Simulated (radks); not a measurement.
Task: The ytterbium ion Yb13+ is in [Kr] 4d10 4f9 5s2. All-electron calculation, scalar-relativistic Kohn-Sham, PBEsol, spin-polarised, spherical densities, finite nucleus; Fermi nuclear charge, rms radius of each element as measured or else 0.836 A^(1/3) + 0.57 fm. Program: a radial shooting solver on a logarithmic mesh with Libxc functionals. Open shells are filled with parallel spins first. One electron is removed from 5s, 4d, 4p, 4f in turn, with full relaxation. Which removal costs least, and what does each cost?

Result: 4f 279.57 eV; 5s 291.22 eV; 4d 461.95 eV; 4p 624.72 eV. The 4f electron leaves first.
